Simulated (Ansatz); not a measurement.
PBE exchange is replaced step by step with exact exchange (0 % is PBE, 25 % PBE0; no dispersion term), basis def2-TZVP, Ansatz. System: Ga(NH3)H3 (GaNH6). The state is a singlet with charge 0. Geometry: PBE0-D4/def2-TZVP.

Geometry of the singlet:

```xyz
8

Ga   -0.159   -0.256   -1.083
N     0.146    0.234    0.989
H     0.599    1.135    1.081
H     0.729   -0.462    1.439
H    -0.739    0.272    1.482
H    -0.846   -1.667   -0.886
H     1.352   -0.225   -1.550
H    -1.081    0.969   -1.474
```

```
exact exchange (%)  HOMO (eV)  LUMO (eV)  gap (eV)
                 0      -6.23      -1.05      5.18
                 5      -6.48      -0.89      5.59
                10      -6.72      -0.73      6.00
                15      -6.97      -0.56      6.41
                25      -7.48      -0.24      7.23
                35      -7.98       0.07      8.06
```

Task: Estimate the row for 50 %.

Result: 
| exact exchange (%) | HOMO (eV) | LUMO (eV) | gap (eV) |
| --- | --- | --- | --- |
| 50 | -8.75 | 0.54 | 9.29 |
